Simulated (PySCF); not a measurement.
**Radial density of V⁺ (vanadium, charge +1)**

M06-L, [Ar] 3d4, high-spin 5D determinant. Computed with PySCF 2.14 in aug-cc-pVDZ-DK, with scalar relativity by spin-free X2C-1e.

```json
{"r (bohr)": "0.00118", "4πr²ρ (e/bohr)": "0.1898", "4πr²(ρα − ρβ)": "0.0000"}
{"r (bohr)": "0.00199", "4πr²ρ (e/bohr)": "0.4836", "4πr²(ρα − ρβ)": "0.0001"}
{"r (bohr)": "0.00335", "4πr²ρ (e/bohr)": "1.207", "4πr²(ρα − ρβ)": "0.0002"}
{"r (bohr)": "0.00563", "4πr²ρ (e/bohr)": "2.904", "4πr²(ρα − ρβ)": "0.0004"}
{"r (bohr)": "0.00947", "4πr²ρ (e/bohr)": "6.569", "4πr²(ρα − ρβ)": "0.0008"}
{"r (bohr)": "0.0159", "4πr²ρ (e/bohr)": "13.31", "4πr²(ρα − ρβ)": "0.0016"}
{"r (bohr)": "0.0268", "4πr²ρ (e/bohr)": "22.32", "4πr²(ρα − ρβ)": "0.0025"}
{"r (bohr)": "0.0450", "4πr²ρ (e/bohr)": "27.47", "4πr²(ρα − ρβ)": "0.0023"}
{"r (bohr)": "0.0758", "4πr²ρ (e/bohr)": "23.00", "4πr²(ρα − ρβ)": "0.0015"}
{"r (bohr)": "0.127", "4πr²ρ (e/bohr)": "22.06", "4πr²(ρα − ρβ)": "0.0180"}
{"r (bohr)": "0.214", "4πr²ρ (e/bohr)": "29.78", "4πr²(ρα − ρβ)": "0.1331"}
{"r (bohr)": "0.361", "4πr²ρ (e/bohr)": "16.75", "4πr²(ρα − ρβ)": "0.6503"}
{"r (bohr)": "0.607", "4πr²ρ (e/bohr)": "9.676", "4πr²(ρα − ρβ)": "1.8619"}
{"r (bohr)": "1.02", "4πr²ρ (e/bohr)": "10.60", "4πr²(ρα − ρβ)": "2.4078"}
{"r (bohr)": "1.72", "4πr²ρ (e/bohr)": "2.904", "4πr²(ρα − ρβ)": "1.4015"}
{"r (bohr)": "2.89", "4πr²ρ (e/bohr)": "0.4510", "4πr²(ρα − ρβ)": "0.4184"}
{"r (bohr)": "4.85", "4πr²ρ (e/bohr)": "0.04413", "4πr²(ρα − ρβ)": "0.0441"}
{"r (bohr)": "8.17", "4πr²ρ (e/bohr)": "0.0003883", "4πr²(ρα − ρβ)": "0.0004"}
{"r (bohr)": "13.7", "4πr²ρ (e/bohr)": "1.877e-05", "4πr²(ρα − ρβ)": "0.0000"}
```

Densities and radii are taken from the X2C orbitals without a picture-change correction, which distorts them close to the nucleus.

⟨L²⟩ = 7.62 against 6 for a pure D term, so this real determinant mixes terms. The s, p, d and f populations moved away from the nominal configuration during the SCF.
